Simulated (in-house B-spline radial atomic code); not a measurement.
# Response and correlation of the strontium ion Sr³⁴⁺

Closed shell [He] 2s2. Computed with an all-electron radial atomic-structure program (B-spline basis): Dirac-Hartree-Fock, relativistic RPA (time-dependent Dirac-Hartree-Fock) for the response and second-order many-body perturbation theory for correlation, no-pair Dirac-Coulomb Hamiltonian, finite nucleus.

Command:
```bash
python run_mb.py task.json out
```
Settings (nuclear radius in fm, box in bohr, cutoff in hartree):
```
basis_form          2
Z                   38
core_configuration  [He] 2s2
rms_radius          4.224
mass_number         88
speed_of_light      137.036
box_radius          2.618
lmax                7
intervals           57
virtual_cutoff      36100.0
```

Cost of the run: 0.3 s on 1 thread of Intel(R) Xeon(R) Platinum 8259CL CPU @ 2.50GHz, with other jobs on the host.

```csv
"multipole (bohr³, bohr⁵, bohr⁷)",uncoupled,coupled RPA
dipole,0.002844,?
quadrupole,1.1815e-05,1.2194e-05
octupole,4.5071e-07,4.6065e-07
```

**Question.** What is the coupled dipole polarisability?

**Answer.** 0.0039306 atomic units, +38 % against the uncoupled value.

**Question.** Which subshells carry the dipole polarisability?

**Answer.** 2s1/2 100.0 %, 1s1/2 -0.0 %.

**Question.** What does the dipole shielding factor come to?

**Answer.** The dipole shielding factor is 0.105, against the exact N/Z = 4/38 = 0.105 of the non-relativistic theorem.

Dipole polarisability at imaginary frequency:

```csv
u (Eh),α(iu) (bohr³)
0,0.003931
10.4,0.001039
31.1,0.0002477
62.1,0.0001247
104,7.594e-05
207,3.312e-05
414,1.231e-05
1040,2.835e-06
```

**Question.** What dispersion coefficients follow for two such ions (the dispersion part alone)?

**Answer.** C6 = (3/π)∫α(iu)²du = 6.737e-05 hartree·bohr⁶ and C8 = 2.456e-06 hartree·bohr⁸.

Lowest J = 1 odd-parity excitations:

```csv
energy (eV),oscillator strength,leading channel,weight
63.572,0.00474,2s1/2 → p1/2,0.937
184.8,0.136,2s1/2 → p3/2,0.937
2547.4,0.193,2s1/2 → p1/2,0.991
2573.5,0.537,2s1/2 → p3/2,0.991
3393.4,0.0495,2s1/2 → p1/2,0.993
3404.1,0.134,2s1/2 → p3/2,0.993
3781.4,0.0207,2s1/2 → p1/2,0.994
3786.8,0.0557,2s1/2 → p3/2,0.994
```

Second-order correlation energy by the highest angular momentum of the excited pair (hartree): s -0.01706, p -0.2286, d -0.01132, f -0.002913, g -0.00106, h -0.0004718, i -0.0002315, k -0.0001283.

**Question.** What is the second-order correlation energy at the partial-wave limit?

**Answer.** The listed waves sum to -0.26174 hartree; extrapolating the increments as (l + 1/2)⁻⁴ gives -0.262 hartree, -1.78 eV per electron.
